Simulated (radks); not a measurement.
Numerical settings for the bromine ion Br+, [Ar] 3d10 4s2 4p4. All-electron calculation, Dirac Kohn-Sham, LDA (Slater exchange, Perdew-Wang correlation), spin-unpolarised, spherical densities, point nucleus; open shells fill j = l - 1/2 first. Program: a radial shooting solver on a logarithmic mesh with Libxc functionals. The defaults (mesh step 0.008 in ln r, mesh end at 40 bohr or more with all orbitals vanishing there, Anderson mixing 0.5 over 9 steps, residual threshold near 1e-9 with the energy settled to 1e-9 hartree or 1e-11 of itself, here a cap of 93 iterations) give E = -2602.8408 hartree and 4p3/2 at -17.389 eV in 14 iterations. Run on one thread of a shared host, so times are rough (Arm Neoverse V2): 0.1 s of CPU time, 0.1 s wall, 14 iterations on 2546 mesh points. Changes against that run (0 stands for a change within the tolerance of the run):

setting                    iterations         converged  E (mhartree)  e(4p3/2) (meV)  CPU (s)
mesh step in ln r 0.02             14               yes             0               0     0.04
mesh step in ln r 0.05             14               yes      +0.00788               0     0.02
mesh step in ln r 0.12              2                no      diverged               -     0.02
mesh end (bohr) 400                14               yes             0               0      0.1
mesh end (bohr) 2                  13  level above zero     +7.72e+03       +5.76e+04     0.07
residual threshold 1e-16           93                no             0               0      0.3
residual threshold 1e-13           22               yes             0               0     0.13
mixing 0.2                         17               yes             0               0     0.11
linear mixing, mixing 1            93                no     +6.09e+04        -2.9e+05      2.2
linear mixing, mixing 0.5          30               yes             0               0     0.16
mixing history 2                   18               yes             0               0     0.11
iteration cap 8                     8                no             0           -1.62     0.06

Settled on a wrong energy, with an occupied level pushed above zero by the early mesh end: mesh end (bohr) 2 (+7.72 hartree). Apart from these: no run marked as converged misses the energy by more than 1 mhartree. A mesh that ends early acts as a hard wall.
